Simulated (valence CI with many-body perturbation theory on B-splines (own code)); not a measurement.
Pm XLI: calculated level list

Calculated by valence CI with perturbative core correlation (CI+MBPT): three valence electrons over a frozen Dirac-Fock core [Ar], a basis of 7 s, 7 p, 8 d, 6 f, 4 g, 1 h functions for each j, with the one-electron correlation potential Σ1 (screened to all orders), the two-electron term Σ2, the three-electron term Σ3, Breit, model QED; selected single and double excitations, second order for the rest, scaled by the run's own slope (own B-spline code, finite nucleus).

No measured spectrum was set against this ion. As an estimate, large intervals hold to a few tenths of a per cent, small ones and those within an open d or f shell to about a per cent. Only levels of the ground parity were solved; by the run's estimate the other parity begins above the list, which can be wrong where configurations are misplaced.

Levels 1 to 19 of 19, with energies above the lowest level, (3d3/2^3) J=3/2. "Leading %" is the weight of the configuration and term that name the level; weights of strongly mixed levels are sums over their largest components and can fall short, so below about 35 % the name and the second component can differ from the true leading terms, or belong to a minority configuration. In the jj column 3d3/2^4 stands for four electrons in 3d with j = 3/2. Lifetimes count E1, E2, E3, M1 and M2 decay at the calculated energies, and are blank where another channel may lead or the interval is too uncertain; long ones can be off by a factor of two.

| No. | Configuration | Term | J | E (cm⁻¹) | Leading % | Second component | Lifetime | Leading jj |
| --- | --- | --- | --- | --- | --- | --- | --- | --- |
| 1 | 3d³ | ⁴F | 3/2 | 0 | 54 | 34 % 3d³ ²D |  | 3d3/2^3 (95 %) |
| 2 | 3d³ | ⁴F | 5/2 | 184680 | 86 | 12 % 3d³ ²D | 5.83 μs | 3d3/2^2 3d5/2 (98 %) |
| 3 | 3d³ | ⁴P | 3/2 | 229850 | 40 | 30 % 3d³ ²P | 6.58 μs | 3d3/2^2 3d5/2 (96 %) |
| 4 | 3d³ | ⁴F | 7/2 | 243130 | 45 | 43 % 3d³ ²G | 283 μs | 3d3/2^2 3d5/2 (91 %) |
| 5 | 3d³ | ²G | 9/2 | 251540 | 43 | 39 % 3d³ ²H | 191 ms | 3d3/2^2 3d5/2 (97 %) |
| 6 | 3d³ | ⁴P | 1/2 | 260560 | 61 | 39 % 3d³ ²P | 17.8 μs | 3d3/2^2 3d5/2 (99 %) |
| 7 | 3d³ | ⁴P | 5/2 | 383690 | 56 | 28 % 3d³ ²D | 21.2 μs | 3d3/2^2 3d5/2 (80 %) |
| 8 | 3d³ | ⁴F | 7/2 | 430020 | 54 | 44 % 3d³ ²G | 2.80 μs | 3d3/2 3d5/2^2 (95 %) |
| 9 | 3d³ | ⁴F | 9/2 | 453460 | 53 | 44 % 3d³ ²H | 4.85 μs | 3d3/2 3d5/2^2 (93 %) |
| 10 | 3d³ | ⁴P | 3/2 | 486100 | 42 | 40 % 3d³ ²D | 2.05 μs | 3d3/2 3d5/2^2 (99 %) |
| 11 | 3d³ | ²P | 1/2 | 503430 | 61 | 39 % 3d³ ⁴P | 3.42 μs | 3d3/2 3d5/2^2 (99 %) |
| 12 | 3d³ | ²H | 11/2 | 516850 | 100 |  |  | 3d3/2 3d5/2^2 (100 %) |
| 13 | 3d³ | ²D | 5/2 | 529290 | 61 | 15 % 3d³ ²F | 4.69 μs | 3d3/2 3d5/2^2 (80 %) |
| 14 | 3d³ | ²F | 5/2 | 562090 | 46 | 35 % 3d³ ²D | 6.28 μs | 3d3/2 3d5/2^2 (95 %) |
| 15 | 3d³ | ²F | 7/2 | 577810 | 85 | 13 % 3d³ ²G | 7.78 μs | 3d3/2 3d5/2^2 (96 %) |
| 16 | 3d³ | ²D | 3/2 | 673960 | 54 | 36 % 3d³ ²P | 2.98 μs | 3d3/2 3d5/2^2 (72 %) |
| 17 | 3d³ | ²G | 9/2 | 693570 | 54 | 29 % 3d³ ⁴F | 2.18 μs | 3d5/2^3 (96 %) |
| 18 | 3d³ | ²D | 3/2 | 797660 | 70 | 22 % 3d³ ²P | 2.11 μs | 3d5/2^3 (73 %) |
| 19 | 3d³ | ²D | 5/2 | 852930 | 64 | 23 % 3d³ ²F | 1.41 μs | 3d5/2^3 (91 %) |

The ionisation energy to 3d² ³F2 of the next ion comes out as 2998.3 eV (NIST: 2997 ± 4 eV (theoretical)). All 19 levels together are meant to be complete up to 887040 cm⁻¹.
